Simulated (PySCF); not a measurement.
**Re⁺: ionisation energy**

Re⁺ [Xe] 4f14 5d5 6s1 (7S) → Re²⁺ [Xe] 4f14 5d5 (6S), as a difference of total energies. All numbers are calculated (PySCF 2.14, scalar relativity through the core potential, in def2-TZVPPD with the def2 core potential (60 electrons) (6s5p3d2f1g, 59 functions)). Correlated levels: valence: 5s2 5p6 frozen; valence and next inner shell: nothing frozen outside the core potential. The calculations carry no spin-orbit coupling.

| method | ionisation energy (eV) |
| --- | --- |
| UHF | 15.669 |
| LDA | 17.313 |
| PBE | 17.023 |
| PBE0 | 16.776 |
| LC-wPBE | 16.459 |
| M06-L | 16.296 |
| TPSS | 16.824 |
| MP2 (valence) | 16.265 |
| SCS-MP2 (valence) | 15.868 |
| MP2 (valence and next inner shell) | 16.690 |
| SCS-MP2 (valence and next inner shell) | 16.275 |

Question: Estimate what r2SCAN gives.

Answer: 17.096 eV, closest to PBE among the rows shown.

Question: Estimate what PW91 gives.

Answer: 17.100 eV, closest to PBE among the rows shown.

Errors of the correlated levels include the incompleteness of this basis and the frozen core.

For comparison: 16.6 ± 0.5 eV (semi-empirical (NIST evaluation); NIST Atomic Spectra Database, ionization energies).
